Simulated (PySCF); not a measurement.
[La(NH3)3]3+ relaxed at several levels

Computed with PySCF 2.14.0, def2-SVP on the ligands, density fitting, scalar-relativistic core potentials, no spin-orbit coupling, vacuum. Each row is relaxed at its own level from the same template. Distances are means of the shortest metal–ligand contacts, charges and spins Mulliken's; removal energies are rigid, with the ligand's formal charge and no counterpoise, so too large; for an anion taken off a cation in vacuum most of it is the attraction of opposite charges, and multiply charged cations can part far more cheaply with an electron moved from ligand to metal. lcecp potentials hold a fixed number of 4f electrons in the core, out of states, spins and gaps.

| level | basis on the metal | point group | M–NH3 (Å) | charge on M (e) | HOMO–LUMO gap (eV) | removal of one NH3 (eV) | strongest infrared band, degenerate modes summed (cm⁻¹) | unstable modes (below −25 cm⁻¹) |
| --- | --- | --- | --- | --- | --- | --- | --- | --- |
| BP86 | lcecp-1-SVP with ECP46 | C3 | 2.577 | 1.84 | – | 3.59 | – | 4 (soft) |
| B3LYP | def2-SVP with ECP46 | C3 | 2.579 | 1.88 | 7.13 | 3.55 | 3324 | 0 |
| PBE0 | def2-SVP with ECP46 | C3 | 2.559 | 1.89 | 7.84 | 3.59 | 3365 | 0 (lowest -10 cm⁻¹, within noise) |

(1) What does the calculation give for PBE0, lcecp-1-SVP with ECP46?

Members with unstable modes aren't minima as they stand: saddle points kept by symmetry or, where the modes are soft, flat surfaces and noise. Moved off a saddle point of the template and relaxed again: BP86, PBE0, B3LYP, PBE0. One start shape was tried for each, so a minimum needn't be the lowest isomer.

Results:

(1) point group: C3, M–NH3 (Å): 2.564, charge on M (e): 1.95, removal of one NH3 (eV): 3.59, unstable modes (below −25 cm⁻¹): 1 (soft).
```xyz
13

La    0.0000    0.0000   -0.0132
N     2.5638    0.0008    0.0137
H     3.0066   -0.6506    0.6862
H     3.0188   -0.2560   -0.8811
H     3.0111    0.9058    0.2438
N    -1.2826    2.2199    0.0137
H    -0.9398    2.9291    0.6862
H    -1.2877    2.7424   -0.8811
H    -2.2900    2.1548    0.2438
N    -1.2812   -2.2207    0.0137
H    -2.0668   -2.2785    0.6862
H    -1.7311   -2.4864   -0.8811
H    -0.7211   -3.0606    0.2438
```
